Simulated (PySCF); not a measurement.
**Computed vibrations of Yb(NH2)3**

Yb(NH2)3 (singlet in the valence; each metal's 4f electrons, 13 of them, lie in its core potential, out of spins and levels). PySCF 2.14.0, RKS BP86, Yb lcecp-1-SVP with ECP59, N def2-SVP, H def2-SVP; non-relativistic Hamiltonian with scalar-relativistic core potentials where named; density fitting; no spin-orbit coupling. Central differences of gradients.

```xyz
10

Yb   -0.0008    0.0018   -0.0070
N     2.1293   -0.0047   -0.2048
H     2.7727    0.8004   -0.2117
H     2.7356   -0.8337   -0.2929
N    -1.0603    1.8452    0.2469
H    -2.0745    1.9671    0.3870
H    -0.6714    2.7995    0.2722
N    -1.0607   -1.8570    0.0274
H    -2.0749   -2.0008    0.1418
H    -0.6640   -2.8048   -0.0530
```

Run from Python with OMP_NUM_THREADS=2. Where DIIS fails, smearing, a level shift and second-order steps follow.
It took 4.4 min on 2 threads of Arm Neoverse V1 (shared host).

Task: What are the harmonic wavenumbers and infrared intensities?

Result: Negative numbers are unstable modes, those under 60 cm⁻¹ near the noise; a finer grid moves soft modes by up to 10 cm⁻¹.
```json
{"cm⁻¹": "14", "km/mol": "9.3", "symmetry": ""}
{"cm⁻¹": "104", "km/mol": "0.0", "symmetry": ""}
{"cm⁻¹": "107", "km/mol": "0.0", "symmetry": ""}
{"cm⁻¹": "254", "km/mol": "0.0", "symmetry": ""}
{"cm⁻¹": "257", "km/mol": "0.0", "symmetry": ""}
{"cm⁻¹": "260", "km/mol": "0.1", "symmetry": ""}
{"cm⁻¹": "304", "km/mol": "0.0", "symmetry": ""}
{"cm⁻¹": "400", "km/mol": "15.7", "symmetry": ""}
{"cm⁻¹": "401", "km/mol": "16.0", "symmetry": ""}
{"cm⁻¹": "495", "km/mol": "3.2", "symmetry": ""}
{"cm⁻¹": "496", "km/mol": "72.7", "symmetry": ""}
{"cm⁻¹": "500", "km/mol": "347.3", "symmetry": ""}
{"cm⁻¹": "537", "km/mol": "6.1", "symmetry": ""}
{"cm⁻¹": "540", "km/mol": "153.2", "symmetry": ""}
{"cm⁻¹": "541", "km/mol": "154.4", "symmetry": ""}
{"cm⁻¹": "1476", "km/mol": "26.0", "symmetry": ""}
{"cm⁻¹": "1477", "km/mol": "26.9", "symmetry": ""}
{"cm⁻¹": "1482", "km/mol": "0.3", "symmetry": ""}
{"cm⁻¹": "3402", "km/mol": "6.4", "symmetry": ""}
{"cm⁻¹": "3404", "km/mol": "7.2", "symmetry": ""}
{"cm⁻¹": "3406", "km/mol": "1.4", "symmetry": ""}
{"cm⁻¹": "3479", "km/mol": "2.1", "symmetry": ""}
{"cm⁻¹": "3482", "km/mol": "1.6", "symmetry": ""}
{"cm⁻¹": "3482", "km/mol": "3.4", "symmetry": ""}
```

Task: Is this a minimum?

Result: Yes, within the noise of the softest modes. Ideal gas at 298.15 K and 1 bar: S = 402.4 J/(mol K), Cp = 130.5 J/(mol K), H − H(0 K) = 26.0 kJ/mol (rigid rotor, harmonic modes, spin degeneracy alone, that of the 4f electrons in the core included; the modes under 60 cm⁻¹ make these uncertain).

An lcecp potential fixes the number of 4f electrons, so in runs with it no electron can move into or out of that shell.
